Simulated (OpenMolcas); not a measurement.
V II: from CASSCF to CASPT2

```yaml
Program: OpenMolcas 26.06
Basis: ANO-RCC-VQZP [7s6p4d3f2g1h]
Scalar_Hamiltonian: DKH2, point nucleus
Active_space: 4 electrons in 5 orbitals (3d)
State_averaging: 2S+1 = 5 even, 5 roots; 2S+1 = 3 even, 45 roots; 2S+1 = 1 even, 50 roots (44 in the spin-orbit step)
Spin-orbit_coupling: RASSI with atomic mean-field integrals over the reference wave functions, term energies averaged over their components
```

Methods on the same reference wave functions:
A. CASSCF
B. SS-CASPT2, IPEA 0.25 Eh, imaginary shift 0.1 Eh (closed shells correlated: 3s 3p)
C. MS-CASPT2, IPEA 0.25 Eh, imaginary shift 0.1 Eh (closed shells correlated: 3s 3p)

Energies in cm⁻¹ above 3d⁴ ⁵D₀, the measured ground level; measured values from NIST Handbook of Basic Atomic Spectroscopic Data.

| Level | A | B | C | Measured |
| --- | --- | --- | --- | --- |
| 3d⁴ ⁵D₀ | 0.0 | 0.0 | 0.0 | 0.0 |
| 3d⁴ ⁵D₁ | 39.2 | 40.3 | 40.3 | 36.0 |
| 3d⁴ ⁵D₂ | 117 | 119 | 119 | 107 |
| 3d⁴ ⁵D₃ | 231 | 234 | 234 | 209 |
| 3d⁴ ⁵D₄ | 379 | 381 | 381 | 339 |
| 3d⁴ ³H₄ | 15761 | 11740 | 11740 |  |
| 3d⁴ ³H₅ | 15840 | 11820 | 11820 |  |
| 3d⁴ ³H₆ | 15932 | 11920 | 11920 |  |
| 3d⁴ ³P₀(1) | 17143 | 10400 | 10380 |  |
| 3d⁴ ³P₁(1) | 17372 | 10630 | 10610 |  |
| 3d⁴ ³P₂(1) | 17802 | 11060 | 11040 |  |
| 3d⁴ ³F₂(1) | 18080 | 12460 | 12430 |  |
| 3d⁴ ³F₃(1) | 18117 | 12500 | 12480 |  |
| 3d⁴ ³F₄(1) | 18168 | 12550 | 12530 |  |
| 3d⁴ ³G₃ | 19883 | 14680 | 14680 |  |
| 3d⁴ ³G₄ | 19979 | 14780 | 14780 |  |
| 3d⁴ ³G₅ | 20074 | 14880 | 14880 |  |
| 3d⁴ ¹I₆ | 23594 | 17880 | 17880 |  |
| 3d⁴ ¹G₄(1) | 24787 | 17520 | 17480 |  |
| 3d⁴ ³D₃ | 25714 | 18910 | 18910 |  |
| 3d⁴ ³D₂ | 25748 | 18940 | 18940 |  |
| 3d⁴ ³D₁ | 25779 | 18980 | 18980 |  |
| 3d⁴ ¹S₀ | 28771 | 19120 | 19120 |  |
| 3d⁴ ¹D₂ | 30883 | 22210 | 22210 |  |

Deviations, from unrounded energies. A percentage is the sum of absolute deviations over the sum of measured energies, with the sign that they share, or ± where signs differ.

| Against measurement | Levels | A | B | C |
| --- | --- | --- | --- | --- |
| mean absolute deviation (cm-1) | 4 | 19 | 21 | 21 |
| fine structure of the ground term (%) | 4 | +10.8 | +12.2 | +12.2 |

A, B, C lie about equally close to measurement. The largest miss of A in the table is 3d⁴ ⁵D₄, by +40 cm-1. The ranking rests on the paired levels alone, and a cruder setting can come out closer through cancelling errors.

Between B and C the level of the table that moves most is 3d⁴ ¹G₄(1), by 49 cm-1 (lowest in C, highest in B). Moves below CASPT2's spread within the term are not significant.

The two smallest mean deviations differ by little beside CASPT2's spread within terms, so their order carries little weight.

From A to B the spin-free energies of the other terms of 3d⁴ shown, above ⁵D, scale by factors of 0.61 to 0.76.

The lowest spin-free term lies below A's lowest term by 0.435 hartree in B, 0.435 hartree in C.

Term energies are means over components that CASPT2 splits; among the terms shown or strongly mixed into the levels shown the widest spread is 2000 cm-1 (3d⁴ ¹I, C). Some high roots are left out of the spin-orbit mixing, which shifts the levels that they would mix with. The CASPT2 spread within a term exceeds the gap to the next term for 3d⁴ ¹G(1) and 3d⁴ ¹I, so the order of their levels is uncertain (figures for B; the like holds for C). Without dynamic correlation excited terms often stand tens of per cent too high (terms of higher spin than the ground term too low), and those without a measured partner can miss by more than the paired ones (holds for A). Measured partners are found by configuration, term and J. A level has none where our copy of the source lacks it or the pairing is in doubt (some pairs that miss far off the trend of their configuration count as doubtful), and it then counts in no deviation. Levels of configurations outside the active space are missing. The table leaves out levels that lie high or whose names do not pair safely across all columns.

A number in round brackets counts repeated terms of one configuration in the order of the reference energies.
